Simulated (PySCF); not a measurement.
**Co: excitation energy**

Co [Ar] 3d7 4s2 (4F) → Co [Ar] 3d8 4s1 (4F), as a difference of total energies. Computed with PySCF 2.14 in aug-cc-pVDZ-DK, with the spin-free X2C one-electron Hamiltonian (Gaussian nucleus). Correlated levels: valence: [Ar] frozen. The calculations carry no spin-orbit coupling.

```tsv
method	excitation energy (eV)
UHF	1.924
LDA	-0.228
PBE	-0.145
PBE0	0.309
r2SCAN	0.040
B97-3	0.537
BP86	-0.179
MN15	-0.101
B2PLYP	0.437
MP2 (valence)	0.295
SCS-MP2 (valence)	0.554
```

Errors of the correlated levels include the incompleteness of this basis and the frozen core.

Which method comes closest to the reference value, and which is furthest?

The reference is 0.417 eV (measured; NIST levels, between the centres of gravity of the two terms). Closest: B2PLYP (error 0.020 eV); furthest: UHF (error 1.507 eV).
